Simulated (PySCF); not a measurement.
Compound: CH7ClSi2.
InChI=1S/CH7ClSi2/c2-1(3)4/h1H,3-4H3

Theory: PBE0-D3(BJ)/def2-SVP geometry optimisation, gas phase in PySCF 2.14.0.

Masses are those of the commonest isotopes; rigid-rotor values at the optimised geometry. 

Question: What are A, B and C (MHz)?

Answer: Ia = 162.50, Ib = 182.41, Ic = 320.78 u·Å²; 505379 MHz·u·Å²/I gives A = 3110, B = 2771, C = 1575 MHz.

Question: What kind of rotor is it?

Answer: An asymmetric top. Ray's parameter κ = (2B − A − C)/(A − C) = 0.558; −1 is the prolate and +1 the oblate limit.

Question: What does the inertial defect say?

Answer: Not planar: Δ = Ic − Ia − Ib = -24.13 u·Å². For a rigid frame Δ = −2 Σ m c², so Σ m c² = 12.07 u·Å² lies off the ab plane: 8.37 from hydrogen and 3.70 from heavier atoms. The atom farthest from that plane is 1.62 Å away.

Question: Give the other two planar moments, Paa and Pbb, and the rms extents of the mass along the axes.

Answer: Paa = Σ m a² = (Ib + Ic − Ia)/2 = 170.35 and Pbb = Σ m b² = (Ia + Ic − Ib)/2 = 150.44 u·Å². With the mass M = 109.98 u, the rms extents √(P/M) along a, b and c are 1.24, 1.17, 0.33 Å.

Question: Give the coordinates in the principal-axis frame, origin at the centre of mass.

Answer: The sense of each axis is arbitrary; atoms in the order of the calculation.
| atom | mass (u) | a (Å) | b (Å) | c (Å) |
| --- | --- | --- | --- | --- |
| Si1 | 27.977 | -1.600 | -0.895 | 0.074 |
| C2 | 12.000 | 0.001 | -0.073 | -0.519 |
| Si3 | 27.977 | 1.608 | -0.882 | 0.074 |
| Cl4 | 34.969 | -0.008 | 1.639 | 0.067 |
| H5 | 1.008 | -1.617 | -0.917 | 1.565 |
| H6 | 1.008 | -1.647 | -2.297 | -0.446 |
| H7 | 1.008 | -2.773 | -0.130 | -0.439 |
| H8 | 1.008 | 0.002 | -0.034 | -1.621 |
| H9 | 1.008 | 1.626 | -0.904 | 1.565 |
| H10 | 1.008 | 1.664 | -2.283 | -0.447 |
| H11 | 1.008 | 2.777 | -0.109 | -0.439 |

Question: Predict some low-J microwave lines.

Answer: The dipole components are |μa| = 0.00 D, |μb| = 1.07 D, |μc| = 0.76 D; the mirror of this Cs structure is the bc plane, so μa vanishes by symmetry (the 0.01 D computed is a residue) and there are no a-type lines. Intensities carry the squares of the components, which stand as 1.00 : 0.50 (b : c). Some lines, for components of 0.1 D or more:

```csv
type,branch,"J(Ka,Kc)",MHz,lower level (cm⁻¹)
c,Q,"3(2,2) ← 3(1,2)",300,0.985
c,Q,"1(1,1) ← 1(0,1)",339,0.145
c,Q,"2(2,1) ← 2(1,1)",1018,0.526
b,Q,"1(1,0) ← 1(0,1)",1534,0.145
b,Q,"2(2,0) ← 2(1,1)",1937,0.526
c,Q,"3(3,1) ← 3(2,1)",2029,1.099
b,Q,"3(3,0) ← 3(2,1)",2640,1.099
b,Q,"3(2,1) ← 3(1,2)",3420,0.985
b,Q,"2(1,1) ← 2(0,2)",3648,0.404
b,Q,"2(2,1) ← 2(1,2)",4603,0.406
b,R,"1(1,1) ← 0(0,0)",4685,0.000
b,Q,"3(3,1) ← 3(2,2)",5149,0.995
c,R,"1(1,0) ← 0(0,0)",5880,0.000
b,Q,"3(2,2) ← 3(1,3)",6860,0.766
b,R,"2(1,2) ← 1(0,1)",7836,0.145
c,R,"2(1,1) ← 1(0,1)",11421,0.145
c,R,"2(2,1) ← 1(1,1)",12100,0.156
b,R,"3(1,2) ← 2(2,1)",12738,0.560
b,R,"3(2,2) ← 2(1,1)",14056,0.526
c,R,"3(2,1) ← 2(1,1)",17176,0.526
b,R,"3(3,1) ← 2(2,0)",17268,0.591
c,R,"3(1,2) ← 2(0,2)",17404,0.404
c,R,"3(2,2) ← 2(1,2)",17641,0.406
c,R,"3(3,0) ← 2(2,0)",17879,0.591
c,R,"3(3,1) ← 2(2,1)",18187,0.560
b,R,"3(2,1) ← 2(1,2)",20761,0.406
```

Question: Estimate the classical rotational partition function at 10 K, 100 K and 500 K.

Answer: Point group Cs, symmetry number σ = 1; q = (√π/σ)·√((kT/h)³/(ABC)), k/h = 20836.6 MHz/K: 1450 at 10 K, 45800 at 100 K, 512000 at 500 K.

Whether it is a minimum is left open (no frequencies). Constants of a rigid frame at the computed geometry: no zero-point averaging, no centrifugal distortion. A rigid rotor knows nothing of internal rotation, which can split or shift real lines. Quadrupole hyperfine structure (35Cl) is left out.
